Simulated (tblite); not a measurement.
Compound: C6H9BGeO.
Structure used (GFN2-xTB), in Å, numbered top down from 1:
```xyz
18
C6H9BGeO angstrom
Ge     3.2841    0.7360    0.1634
O      1.9339   -0.0158   -0.6688
C      0.6107   -0.0937   -0.3588
C     -0.1157   -0.7761   -1.3122
C     -1.4842   -1.0624   -1.3532
C     -2.4931   -0.7539   -0.4752
C     -2.4465   -0.0503    0.7397
C     -1.3633    0.5130    1.3599
B      0.0824    0.5412    0.9279
H      3.0724    2.2166    0.2746
H      3.4965    0.1056    1.5080
H      4.3577    0.3816   -0.8113
H      0.4621   -1.1453   -2.1551
H     -1.7935   -1.6212   -2.2298
H     -3.4788   -1.1053   -0.7599
H     -3.4116    0.0460    1.2304
H     -1.6050    1.0055    2.2982
H      0.8831    1.0849    1.6107
```

Level: GFN2-xTB in tblite, geometry and Hessian alike; calculated harmonic values, unscaled, isolated species. This tight-binding method is rough: wavenumbers can miss measured ones by several per cent, in bad cases by 10 to 20. Modes of hydrogen on boron and germanium can be 10 to 20 % off. One conformer, not necessarily the lowest.

Harmonic wavenumbers (cm⁻¹): 58.0, 89.9, 114.2, 170.3, 185.0, 255.2, 334.1, 363.9, 397.4, 446.8, 509.8, 539.2, 563.5, 617.6, 693.8, 699.4, 759.5, 768.3, 809.8, 810.2, 815.5, 829.1, 849.9, 924.2, 945.1, 954.0, 969.1, 1013.7, 1126.7, 1180.9, 1234.2, 1272.5, 1307.8, 1365.2, 1389.8, 1445.7, 1464.7, 1568.3, 1589.4, 1945.9, 2012.3, 2070.2, 2495.4, 2998.1, 3016.1, 3018.1, 3033.3, 3048.0.

A = 3273, B = 516.7, C = 448.8 MHz; mass 181.996 u (most abundant isotopes); point group Cs, symmetry number 1.

Question: What is the zero-point energy?

Answer: ½Σν̃ = 27535 cm⁻¹ = 329.39 kJ/mol.

Question: What is S at 500 K and 1 bar for an ideal gas of classical rigid rotors and harmonic oscillators?

Answer: Translation 184.50, rotation 133.76, vibration 201.25: S = 519.5 J/(mol K).

Question: And Cp and H(500 K) − H(0)?

Answer: Cp = 245.04 J/(mol K), of which vibrations give 211.78 (their classical limit is 48 R = 399.1); H(500 K) − H(0) = 70.55 kJ/mol without the zero-point energy, 53.92 from vibrations.

Question: What must be added to the electronic energy to get the Gibbs energy at 500 K and 1 bar?

Answer: ZPE + [H(500 K) − H(0)] − T·S = 329.39 + 70.55 − 259.75 = 140.19 kJ/mol.

Question: Which modes carry the vibrational entropy at 500 K?

Answer: 58.0 cm⁻¹: 23.21; 89.9 cm⁻¹: 19.58; 114.2 cm⁻¹: 17.60; 170.3 cm⁻¹: 14.33; 185.0 cm⁻¹: 13.65; 255.2 cm⁻¹: 11.07 J/(mol K); the other 42 give 101.81 together.

Question: Blend soft modes into free rotors: weight 1/[1 + (100 cm⁻¹/ν̃)⁴] for the oscillator and the rest for a rotor with moment μB/(μ + B), μ = h/(8π²ν), B = 10⁻⁴⁴ kg m². What vibrational entropy results?

Answer: 190.12 J/(mol K) in place of 201.25, which changes −T·S at 500 K by +5.57 kJ/mol.

Hindered rotation and anharmonicity are outside this model. Other conformers, if any are populated, would add a mixing term that is left out.
